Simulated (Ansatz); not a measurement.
**Ligand exchange through a proton shuttle**

Start structure (SiNH₈OF, singlet), relaxed at PBE0-D4/def2-TZVP:

```csv
atom,x (Å),y (Å),z (Å)
Si1,-0.3658,0.1841,1.0236
H2,-0.6851,-1.1982,0.5035
H3,0.8389,0.1761,1.8969
H4,-1.4801,0.2818,2.0432
O5,-0.7432,1.5192,0.0988
H6,0.7740,-0.1231,-1.4872
N7,1.1936,0.0973,-0.5889
H8,-0.8433,-1.5905,-0.9782
F9,-0.7029,-1.7383,-1.8933
H10,-1.5232,1.9632,0.4386
H11,1.9181,-0.5864,-0.4032
H12,1.6190,1.0147,-0.6538
```

The step: SiH₄O ([OH][SiH3]) + NH₃ + HF → SiNH₅O ([NH2][SiH2][OH]) + HF + H₂; bonds formed: Si1–N7, H2–H8, H6–F9; bonds broken: Si1–H2, H6–N7, H8–F9. Ansatz 0.2.0; basis: def2-TZVPP and def2-QZVPP; cores frozen in the correlated methods. Extrapolation: Hartree–Fock as exp(−7.88 √X), correlation as X^−2.97. Energies below are by CCSD(T) at an estimated basis limit (MP2 extrapolated from triple and quadruple zeta, plus CCSD(T) − MP2 in triple zeta).

**Question.** What are the electronic barrier and the energy of the step, from the start structure to the end structure? (Judge from chemistry; the value comes from the calculation.)

**Answer.** The calculation gives: Barrier 88.1 kJ/mol; step energy -58.2 kJ/mol (downhill); reverse barrier, their difference, 146.3 kJ/mol. Barrier and step energy count from the start structure, the reverse barrier from the end structure.

The saddle point: One imaginary mode of 828i cm⁻¹.
```tsv
pair	start (Å)	saddle (Å)	end (Å)
Si1–N7	2.24	1.86	1.74
H2–H8	1.54	0.95	0.75
H6–F9	2.23	1.42	0.96
Si1–H2	1.51	1.88	3.83
H6–N7	1.02	1.09	1.69
H8–F9	0.94	1.23	2.49
```

Zero-point energy (harmonic, PBE0-D4): ZPE is 238.0 kJ/mol at the start and 228.0 kJ/mol at the saddle, so the barrier goes from 88.1 to 78.1 kJ/mol.

No T1 diagnostic of these runs exceeds 0.012.

Labels in which every atom is bracketed show which atoms are joined, not bond orders.

For scale, one of the runs: CCSD(T)/def2-TZVPP, 247 basis functions, launched by `ansatz run in.yaml --threads 4 --pin off --events-out ev --progress --plain --max-ram 9574MiB`. The run took 2 min on 4 CPU threads of an Arm Neoverse V2 (shared host), with 5.2 GiB of host memory at its peak.
